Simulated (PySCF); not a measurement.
CuF, SMILES [F][Cu] (connectivity only; charge and spin as stated), charge +1, multiplicity 2. The structure is a stationary point at PBE0-D3(BJ)/def2-TZVPD. The spin state was assumed, not searched.

All values below come from PBE0-D3(BJ)/def2-TZVPD run with PySCF.

Harmonic wavenumbers (cm⁻¹): 699. Rotational constants (GHz): 12.13 (linear); symmetry number 1.

Work out the zero-point energy and the ideal-gas rigid-rotor harmonic-oscillator thermochemistry at 298.15 K and 1 atm.

ZPE = ½ Σ hcν = ½ × 699 cm⁻¹ = 1.00 kcal/mol. H − E(el) = 3.14 kcal/mol. Entropy in cal/(mol K): translation 39.15, rotation 14.38, vibration 0.31, spin 1.38, total 55.21. G − E(el) = -13.32 kcal/mol. Cp = 7.79 cal/(mol K).
